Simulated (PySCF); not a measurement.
**Stationary points of CSe2**

All numbers come from PySCF, PBE, basis C def2-TZVP, Se def2-TZVP (no relativity, density fitting).

Relaxations began from a few typed shapes. The search is not exhaustive: other isomers or separated fragments can lie lower, and high-lying points may rest on an excited occupation.

```json
{"spin": "singlet", "group": "D∞h", "bonds": "C–Se 1.705 Å (×2)", "angles": "Se–C–Se 180.0°", "imaginary modes (cm⁻¹)": "none", "ΔE (kJ/mol)": "0.0", "ΔE with ZPE (kJ/mol)": "0.0"}
{"spin": "singlet", "group": "C2v", "bonds": "C–Se 1.904 Å (×2), Se–Se 2.401 Å", "angles": "C–Se–Se 50.9° (×2), Se–C–Se 78.2°", "imaginary modes (cm⁻¹)": "none", "ΔE (kJ/mol)": "231.1", "ΔE with ZPE (kJ/mol)": "226.2"}
```

The lowest minimum found is the singlet D∞h: C–Se 1.705 Å (×2); Se–C–Se 180.0°.

Counting electrons, carbon keeps none of its valence electrons outside its bonds, so the VSEPR class is AX2 and the expected shape is linear (D∞h), as computed.
